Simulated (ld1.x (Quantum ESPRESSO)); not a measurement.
## u(r) = r·R(r): atom against pseudo-atom (Mo (Z = 42))

Columns: radius, all-electron u(r) and pseudo u(r) of the 4s shell (level -64.35 eV) of molybdenum in the configuration [Ar] 3d10 4s2 4p6 4d5 5s1 5p0; PBE, scalar-relativistic, PAW scheme, ld1.x (Quantum ESPRESSO) 7.5.

| r (bohr) | all-electron | pseudo |
| --- | --- | --- |
| 0.105 | -0.3835 | -0.1908 |
| 0.210 | 0.2148 | -0.3743 |
| 0.315 | 0.5952 | -0.5435 |
| 0.420 | 0.3948 | -0.6923 |
| 0.525 | -0.0543 | -0.8157 |
| 0.630 | -0.4961 | -0.9102 |
| 0.735 | -0.8233 | -0.9738 |
| 0.840 | -1.0179 | -1.0063 |
| 0.945 | -1.0981 | -1.0088 |
| 1.050 | -1.0939 | -0.9841 |
| 1.155 | -1.0340 | -0.9361 |
| 1.260 | -0.9426 | -0.8697 |
| 1.365 | -0.8369 | -0.7902 |
| 1.470 | -0.7286 | -0.7031 |
| 1.575 | -0.6249 | -0.6135 |
| 1.680 | -0.5298 | -0.5260 |
| 1.785 | -0.4450 | -0.4444 |
| 1.890 | -0.3710 | -0.3711 |
| 1.995 | -0.3076 | -0.3076 |
| 2.100 | -0.2537 | -0.2537 |
| 2.205 | -0.2084 | -0.2084 |
| 2.310 | -0.1706 | -0.1706 |
| 2.415 | -0.1394 | -0.1394 |
| 2.520 | -0.1135 | -0.1135 |
| 2.625 | -0.0923 | -0.0923 |
| 2.730 | -0.0749 | -0.0749 |

(1) How many radial nodes do the two functions have?

(2) At about which radius was the pseudo-wave matched?

(3) Is the pseudo-wave norm-conserving?

Results:

(1) The all-electron 4s function has n − l − 1 = 3 (the table is too coarse to show those close to the nucleus); the pseudo-wave has 0, since the states of the same l below it are removed with the core.

(2) 2.10 bohr. The columns agree to 0.0005 from 1.89 bohr on; several derivatives are matched, so the curves merge somewhat inside the radius.

(3) No, it belongs to a PAW set: the norm inside the radius is not constrained, and the difference is carried by the augmentation charge.
